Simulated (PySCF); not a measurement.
System (SMILES): F[C]F (closed-shell singlet).
Geometry (B3LYP-D3(BJ)/def2-TZVP, fixed):
```xyz
3

F     -1.0201    -0.2528     0.0305
C     -0.0313     0.5961     0.0011
F      1.0410    -0.1446    -0.0312
```

How fast the lowest singlet excitation energy converges with the basis for several methods (PySCF): deviation from each method's own reference, in eV. References: CAM-B3LYP 5.094 eV, the value in d-aug-cc-pVTZ; PBE 5.055 eV, the value in d-aug-cc-pVTZ; PBE0 5.100 eV, the value in d-aug-cc-pVTZ. All functions are spherical. Density fitting with generated auxiliary sets. No added dispersion term, no relativity. Tamm-Dancoff approximation, the state taken by its order.

```tsv
basis	functions	CAM-B3LYP	PBE	PBE0
STO-3G	15	-0.669	___	-0.623
6-31G	27	-0.274	___	-0.250
cc-pVDZ	42	-0.020	___	-0.004
6-31+G*	54	0.022	___	0.026
6-311G**	54	0.003	___	0.012
def2-SVPD	66	-0.076	___	-0.077
6-311++G(2d,2p)	81	-0.007	___	-0.004
cc-pVTZ	90	0.024	___	0.022
pcseg-2	90	0.006	___	0.002
6-311++G(3df,3pd)	117	0.002	___	0.003
aug-cc-pVTZ	138	0.002	___	0.002
aug-pcseg-2	138	-0.012	___	-0.012
```

Q: Some entries are withheld; supply them.

A: 
- STO-3G, PBE: -0.506
- 6-31G, PBE: -0.179
- cc-pVDZ, PBE: 0.001
- 6-31+G*, PBE: 0.034
- 6-311G**, PBE: 0.025
- def2-SVPD, PBE: -0.054
- 6-311++G(2d,2p), PBE: 0.001
- cc-pVTZ, PBE: 0.026
- pcseg-2, PBE: 0.008
- 6-311++G(3df,3pd), PBE: 0.003
- aug-cc-pVTZ, PBE: 0.003
- aug-pcseg-2, PBE: -0.012

Mean absolute deviation over 6-311G**, 6-311++G(2d,2p), cc-pVTZ, pcseg-2, 6-311++G(3df,3pd), aug-cc-pVTZ, aug-pcseg-2: CAM-B3LYP 0.008, PBE0 0.008, PBE 0.011 eV.
